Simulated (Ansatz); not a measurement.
Basis-set extrapolation for `F[Si]([SiH3])Cl` radical (PBE0-D4/def2-TZVP geometry, frozen core, Ansatz 0.2.0). Multiplicity 2, UHF reference.

```tsv
	def2-TZVPP	def2-QZVPP
HF	-1138.708465	-1138.744441
MP2 correlation	-0.656967	-0.719043
CCSD(T) correlation	-0.729554	not run
```

Energies in hartree. Use E(X) = E(∞) + A·exp(−7.88·√X) for Hartree–Fock and E(X) = E(∞) + B·X^(−2.97) for correlation, with X = 3 and 4, and add CCSD(T) minus MP2 of the smaller set to the MP2 limit.

Problem. What is the CCSD(T) energy at the basis-set limit?

Solution. HF limit: -1138.744441 + (-0.035976) × 0.13774 = -1138.74940. MP2 limit: -0.719043 + (-0.062076) × 0.74074 = -0.76503. Higher-order term: -0.729554 − (-0.656967) = -0.07259. Total: -1139.58702 hartree, 4.05 eV below CCSD(T)/def2-TZVPP.
